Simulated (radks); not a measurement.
The numbers below are computed, except where a source is named.
Sm, 62 electrons, occupied as [Xe] 4f6 6s2.

Code: a radial shooting solver on a logarithmic mesh with Libxc functionals. Model: Dirac Kohn-Sham, PBE, spin-unpolarised, spherical densities, point nucleus; open shells are shared between the two j in proportion to 2j + 1; speed of light set to 116.481 atomic units (0.85 times the physical value, a model run).

Energy parts (eV):
part                      energy
total                 -288779.97
kinetic                325305.47
electron-nucleus      -718961.37
Hartree                111431.09
exchange-correlation    -6555.16

Orbitals (lengths in bohr, moments of r in powers of bohr; r(90%) holds 90 % of the orbital's charge):
1s1/2: occ. 2; eigenvalue (eV) -47804.21; <r^4> 1.204e-06; r(90%) 0.0401; <r> 0.02201
2s1/2: occ. 2; eigenvalue (eV) -7920.258; <r^4> 0.0001884; r(90%) 0.146; <r> 0.09325
2p1/2: occ. 2; eigenvalue (eV) -7499.622; <r^4> 0.0001158; r(90%) 0.129; <r> 0.07751
2p3/2: occ. 4; eigenvalue (eV) -6616.631; <r^4> 0.0001672; r(90%) 0.141; <r> 0.08690
3s1/2: occ. 2; eigenvalue (eV) -1738.100; <r^4> 0.007552; r(90%) 0.365; <r> 0.2479
3p1/2: occ. 2; eigenvalue (eV) -1559.372; <r^4> 0.006900; r(90%) 0.358; <r> 0.2375
3p3/2: occ. 4; eigenvalue (eV) -1379.882; <r^4> 0.009094; r(90%) 0.383; <r> 0.2557
3d3/2: occ. 4; eigenvalue (eV) -1080.248; <r^4> 0.006702; r(90%) 0.356; <r> 0.2274
3d5/2: occ. 6; eigenvalue (eV) -1043.524; <r^4> 0.007279; r(90%) 0.363; <r> 0.2330
4s1/2: occ. 2; eigenvalue (eV) -348.2422; <r^4> 0.1900; r(90%) 0.813; <r> 0.5653
4p1/2: occ. 2; eigenvalue (eV) -279.8956; <r^4> 0.2182; r(90%) 0.843; <r> 0.5787
4p3/2: occ. 4; eigenvalue (eV) -240.3458; <r^4> 0.2866; r(90%) 0.902; <r> 0.6197
4d3/2: occ. 4; eigenvalue (eV) -131.6431; <r^4> 0.4260; r(90%) 0.997; <r> 0.6627
4d5/2: occ. 6; eigenvalue (eV) -125.0033; <r^4> 0.4644; r(90%) 1.02; <r> 0.6771
4f5/2: occ. 2.57143; eigenvalue (eV) -1.7875; <r^4> 11.55; r(90%) 1.85; <r> 1.039
4f7/2: occ. 3.42857; eigenvalue (eV) -1.0748; <r^4> 17.12; r(90%) 1.93; <r> 1.080
5s1/2: occ. 2; eigenvalue (eV) -45.7242; <r^4> 6.717; r(90%) 1.98; <r> 1.373
5p1/2: occ. 2; eigenvalue (eV) -27.3082; <r^4> 11.73; r(90%) 2.28; <r> 1.550
5p3/2: occ. 4; eigenvalue (eV) -22.0562; <r^4> 16.77; r(90%) 2.49; <r> 1.688
5d3/2: occ. 0; eigenvalue (eV) -1.6297; <r^4> 459.2; r(90%) 5.59; <r> 3.321
5d5/2: occ. 0; eigenvalue (eV) -1.3944; <r^4> 586.4; r(90%) 5.95; <r> 3.517
6s1/2: occ. 2; eigenvalue (eV) -3.7125; <r^4> 644.9; r(90%) 6.22; <r> 4.203
6p1/2: occ. 0; eigenvalue (eV) -1.3487; <r^4> 2412; r(90%) 8.66; <r> 5.712
6p3/2: occ. 0; eigenvalue (eV) -1.0801; <r^4> 3409; r(90%) 9.43; <r> 6.228

The highest occupied level is 4f7/2 at -1.075 eV. The configuration is held as typed, so some empty levels lie below it. The density falls to 0.001 e/bohr^3 at r = 5.24 bohr.
